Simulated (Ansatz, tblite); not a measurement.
Cost and result up the ladder for Sn(CF3)H3 (CH₃F₃Sn) (8 atoms). The state is a singlet with charge 0. Geometry: PBE0-D4/def2-SVP.

```xyz
8

Sn   -0.673   -0.844   -0.198
C     0.677    0.850    0.199
F     0.024    2.019    0.181
F     1.655    0.929   -0.713
F     1.265    0.744    1.399
H     0.271   -2.265   -0.149
H    -1.355   -0.595   -1.742
H    -1.864   -0.838    1.024
```

Ansatz on 4 threads of AMD EPYC 7B13 on a shared host; xTB runs through tblite on one thread. Times are rough, summed over both states, and most runs start from the orbitals of an earlier one. PBE0-D4/def2-TZVP serves as the yardstick here, not as an exact answer. The other state is a triplet.

In the def2 sets Sn takes a core potential; there is no spin–orbit coupling. The xTB rows come from tblite.

xTB has no spin-polarisation term.

```tsv
level	functions	wall time
GFN2-xTB	28	0.008 s
GFN1-xTB	31	0.011 s
PBE-D4/def2-TZVP	192	3.5 s
PBE0-D4/def2-TZVP	192	5 s
r2SCAN-D4/def2-TZVP	192	6.1 s
```

Estimate what each level gives for the vertical triplet (eV).


```tsv
level	vertical triplet (eV)	difference from PBE0-D4/def2-TZVP (eV)
GFN2-xTB	6.44	0.02
GFN1-xTB	7.21	0.80
PBE-D4/def2-TZVP	6.11	-0.30
PBE0-D4/def2-TZVP	6.42	0.00
r2SCAN-D4/def2-TZVP	6.22	-0.20
```
